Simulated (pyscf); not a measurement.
# F–W(F)(F)(F)(F)–Cl, singlet

Gas-phase minimum from PySCF at ωB97X-D3(BJ)/def2-SVP, one conformer. 

```xyz
7

F      0.6585    -0.3844     1.0657
W     -0.7184    -0.1109    -0.1252
F     -0.7351    -1.9097    -0.5150
F     -2.1528     0.1433    -1.2505
F     -1.9121    -0.4372     1.2462
F     -0.7527     1.6740     0.3234
Cl     0.7428     0.2914    -1.8062
```

Bonded distances (Å): F1–W2 1.841, W2–F3 1.841, W2–F4 1.841, W2–F5 1.847, W2–F6 1.841, W2–Cl7 2.263. Angles (°): F1–W2–F3 89.9, F1–W2–F4 177.2, F1–W2–F5 88.7, F1–W2–F6 90.0, F1–W2–Cl7 91.4, F3–W2–F4 89.9, F3–W2–F5 88.8, F3–W2–F6 177.5, F3–W2–Cl7 91.3, F4–W2–F5 88.6, F4–W2–F6 90.0, F4–W2–Cl7 91.4, F5–W2–F6 88.8, F5–W2–Cl7 179.9 (the first ones only).

Properties at ωB97X-D3(BJ)/def2-SVP:

- Harmonic wavenumbers, unscaled: 115, 115, 138, 219, 220, 247, 301, 302, 313, 420, 705, 705, 739, 739, 770 cm⁻¹
- Zero-point energy: 8.6 kcal/mol
- Rotational symmetry number: 4
- Entropy of this conformer at 298 K and 1 atm, rigid rotor and harmonic oscillator, modes under 100 cm⁻¹ raised to 100: 378.8 J/(mol K)
- Dipole moment: 0.63 D

Single-point totals, which compare only within one level:

```csv
level,total energy (hartree)
ωB97X-D3(BJ)/def2-TZVP,-1027.08431
PBE/def2-TZVP,-1026.45104
r²SCAN/def2-TZVP,-1026.87026
B3LYP-D3(BJ)/def2-TZVP,-1027.08365
PBE0-D3(BJ)/def2-TZVP,-1026.40039
M06-2X/def2-TZVP,-1026.70305
ωB97M-D3(BJ)/def2-TZVP,-1027.10829
```

Elements past Kr carry the def2 core potentials, without spin-orbit coupling.
